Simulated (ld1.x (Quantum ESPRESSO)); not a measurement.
u(r) = r·R(r): atom against pseudo-atom (nickel (Ni))

Columns: radius, all-electron u(r) and pseudo u(r) of the 3d shell (level -9.49 eV) of nickel in the configuration [Ar] 3d8 4s1.75 4p0.25; PW91, scalar-relativistic, TM scheme, ld1.x (Quantum ESPRESSO) 7.5.

```tsv
r (bohr)	all-electron	pseudo
0.118	0.1346	0.0284
0.235	0.4623	0.1936
0.353	0.7485	0.5088
0.470	0.9151	0.8410
0.588	0.9788	1.0488
0.705	0.9721	1.0856
0.822	0.9263	1.0109
0.940	0.8612	0.9004
1.058	0.7894	0.7998
1.175	0.7181	0.7191
1.292	0.6499	0.6499
1.410	0.5860	0.5860
1.528	0.5276	0.5276
1.645	0.4750	0.4750
1.763	0.4272	0.4272
1.880	0.3846	0.3846
1.998	0.3460	0.3460
2.115	0.3118	0.3118
2.232	0.2810	0.2810
2.350	0.2531	0.2531
2.468	0.2281	0.2281
2.585	0.2058	0.2058
2.702	0.1858	0.1858
2.820	0.1676	0.1676
2.938	0.1512	0.1512
3.055	0.1365	0.1365
```

How many radial nodes do the two functions have?

The all-electron 3d function has n − l − 1 = 0; the pseudo-wave has 0.

At about which radius was the pseudo-wave matched?

1.35 bohr, where the columns begin to agree (steps of 0.12 bohr).

Is the pseudo-wave norm-conserving?

Yes: the TM scheme keeps the norm inside the radius equal to the all-electron one, which fixes the energy derivative of the logarithmic derivative at the level.
